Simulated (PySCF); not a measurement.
## Electron correlation in S⁺ (sulfur, charge +1)

[Ne] 3s2 3p2 3d1, one real determinant (an excited configuration). All numbers are calculated (PySCF 2.14, the non-relativistic Hamiltonian (point nucleus), in dyall-acv3z (19s12p6d4f, 113 functions)). Frozen: 1s2; 13 electrons correlated; the 18 highest virtual orbitals of each spin left out.

MP2 pair energies summed by pair of shells (mhartree):

```json
{"pair": "2p-2p", "energy": "-189.25", "share (%)": "46.0"}
{"pair": "2s-2p", "energy": "-58.54", "share (%)": "14.2"}
{"pair": "3s-3p", "energy": "-42.37", "share (%)": "10.3"}
{"pair": "3s-3d", "energy": "-24.68", "share (%)": "6.0"}
{"pair": "2p-3s", "energy": "-23.73", "share (%)": "5.8"}
{"pair": "3s-3s", "energy": "-18.26", "share (%)": "4.4"}
{"pair": "2p-3p", "energy": "-17.23", "share (%)": "4.2"}
{"pair": "3p-3d", "energy": "-11.32", "share (%)": "2.7"}
{"pair": "2s-2s", "energy": "-9.73", "share (%)": "2.4"}
{"pair": "3p-3p", "energy": "-7.08", "share (%)": "1.7"}
{"pair": "2s-3s", "energy": "-3.33", "share (%)": "0.8"}
{"pair": "2s-3p", "energy": "-2.85", "share (%)": "0.7"}
{"pair": "2p-3d", "energy": "-2.83", "share (%)": "0.7"}
{"pair": "2s-3d", "energy": "-0.34", "share (%)": "0.1"}
```

Total MP2 correlation energy: -411.51 mhartree.

Same-spin part -111.44 and opposite-spin part -300.07 mhartree; SCS-MP2 scales them by 1/3 and 6/5 to -397.23 mhartree.

The reference is one real determinant that mixes LS terms of this configuration.
